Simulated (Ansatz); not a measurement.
Isolated molecules relaxed with PBE0-D4/def2-TZVP in Ansatz; ΔE leaves out vibrations. CCSD(T)/CBS adds triple-zeta CCSD(T) − MP2 to the extrapolated MP2 energy (def2 sets, frozen cores). This one scheme is used for every species. DFT in def2-TZVPP. B3LYP here is the variant with VWN-RPA as its local correlation; programs differ in this. For Ge outer-core shells are correlated without core-valence functions, which leaves a few kJ/mol of doubt a bond. Scalar relativity is left out up to krypton. One conformer a species, not always the lowest.

`C[S][GeH]([CH3])[Cl]` + H₂O → `[CH3][GeH]([OH])[Cl]` + CH₃SH  (formal hydrolysis of a Ge–S bond)

| level | ΔE (eV) |
| --- | --- |
| BLYP-D4 | 0.10 |
| PBE0-D4 | 0.16 |
| B3LYP-D4 | 0.09 |
| PBE-QIDH | 0.11 |
| MP2/def2-SVP | -0.02 |
| CCSD(T)/def2-SVP | -0.05 |
| HF/def2-TZVPP | -0.10 |
| MP2/def2-QZVPP | 0.16 |

(1) What does CCSD(T)/CBS give? (An estimate is asked.)

(2) What do rigid-rotor, harmonic-oscillator terms from PBE0-D4/def2-TZVP frequencies (298.15 K, 1 bar) make of the CCSD(T)/CBS value? (An estimate is asked.)

Largest T1 diagnostic among the species: 0.010.

## Answers

(1) Computed: +0.13 eV. The listed levels differ from it by -0.03, 0.03, -0.04, -0.02, -0.15, -0.18, -0.23, 0.03 eV.

(2) Ansatz gave: ΔZPE = -0.02 eV, ΔH = +0.07 eV, ΔS = 7 J/(mol·K), ΔG = +0.05 eV. Modes under 50 cm⁻¹ make the entropy rough.

Leaving LDA and LC-ωPBE aside and taking each functional with its dispersion term where it has one, the values, not all of them listed here, spread over 0.17 eV, from CAM-B3LYP-D4 to revPBE-D4. The D4 term adds +0.11 eV with B3LYP and +0.06 eV with PBE0; it sums over pairs of atoms, weighted by their polarisabilities, and B3LYP, whose exchange is more repulsive, gets the larger term.
